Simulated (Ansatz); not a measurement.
Question: Predict a relaxed structure of tetraphenylgermane (C24H20Ge), charge 0, singlet, at PBE-D4/def2-SVP (Ansatz).

Answer: 
```xyz
45

C     0.387   -4.627   -1.176
C     0.058   -3.677   -2.156
C    -0.038   -2.319   -1.814
C     0.192   -1.892   -0.488
Ge    0.000    0.000    0.000
C    -1.891    0.410    0.332
C    -2.257    1.519    1.125
C    -3.609    1.839    1.330
C    -4.613    1.051    0.746
C    -4.262   -0.058   -0.041
C    -2.910   -0.377   -0.244
C     0.670    1.109   -1.475
C     1.805    0.712   -2.213
C     2.313    1.524   -3.241
C     1.688    2.744   -3.544
C     0.555    3.148   -2.819
C     0.049    2.335   -1.793
C     1.029    0.372    1.629
C     0.488    0.087    2.901
C     1.237    0.314    4.067
C     2.538    0.834    3.975
C     3.087    1.125    2.715
C     2.335    0.898    1.551
C     0.526   -2.856    0.486
C     0.622   -4.215    0.145
H     0.464   -5.693   -1.444
H    -0.122   -3.996   -3.195
H    -0.285   -1.580   -2.594
H    -1.476    2.138    1.598
H    -3.880    2.706    1.952
H    -5.674    1.299    0.908
H    -5.048   -0.682   -0.496
H    -2.645   -1.254   -0.856
H     2.297   -0.250   -1.991
H     3.198    1.201   -3.810
H     2.084    3.381   -4.351
H     0.060    4.102   -3.058
H    -0.845    2.657   -1.236
H    -0.538   -0.310    2.986
H     0.802    0.090    5.053
H     3.126    1.015    4.888
H     4.105    1.538    2.639
H     2.771    1.139    0.568
H     0.722   -2.541    1.524
H     0.886   -4.957    0.916
```
 This is one stationary point.

Single mean-field runs in def2-SVP are fitted with def2-universal-jkfit.
